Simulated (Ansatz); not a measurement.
Input file for Ansatz (a quantum-chemistry and plane-wave program): U-r2SCAN/cc-pV(T+d)Z on BH5OSi (SMILES BO[SiH3]), a point of a bond scan (R = 1.625 Å). Files ending in .json are basis or fitting sets from the Basis Set Exchange.

Ansatz 0.2 input:
```yaml
crystal:
  periodic: [false, false, false]
  atoms:
    - {symbol: B, position_ang: [-0.35530603, 0.16770934, 1.74610802]}
    - {symbol: H, position_ang: [-1.12197553, 0.72282709, 2.47443685]}
    - {symbol: H, position_ang: [0.51570290, -0.54223566, 2.16560005]}
    - {symbol: O, position_ang: [-0.48933143, 0.35730853, 0.41765439]}
    - {symbol: Si, position_ang: [0.33065961, -0.20123129, -0.91475675]}
    - {symbol: H, position_ang: [0.91584073, 1.08517040, -1.71609406]}
    - {symbol: H, position_ang: [-0.62978211, -0.93425439, -1.76420217]}
    - {symbol: H, position_ang: [1.43535929, -1.09433874, -0.49777027]}
basis:
  gaussian:
    orbitals: cc-pV_T+d_Z.json
hamiltonian:
  xc: {name: r2SCAN}
magnetization: {spin_polarized: true, initial_magnetization: 0}
```

Output:

```
WARN ansatz: RAYON_NUM_THREADS=2 ignored (pool sized by the plan → 2); use --threads N
Functional definition: r2SCAN
integrals: 0.07 GiB planned
977 factors; their error is unknown
mean field: 0.76 GiB planned
mean field evaluation 1: about -10678.7122 eV, gradient 3.6e1 eV
mean field evaluation 2: about -10664.1188 eV, gradient 7.1e1 eV
mean field evaluation 4: about -10682.9547 eV, gradient 2.5e0 eV
mean field evaluation 8: about -10682.9861 eV, gradient 2.5e-2 eV
mean field evaluation 16: about -10682.9651 eV, gradient 7.3e-5 eV
mean field -10682.96511621 eV, -392.5917268471 hartree, gradient 7.3e-5 eV, S^2 0.000000; 0 other end points of the search recorded, 0 dependent functions left out
reference -10682.96513099 eV, -392.5917273902 hartree; 16, 16 occupied and 153, 153 virtual orbitals, 977 factors
Total energy: -10682.96513099 eV, -392.5917273902 hartree
```

The calculation finished and met its thresholds.

Cost: about 6 core-seconds (a rough figure).
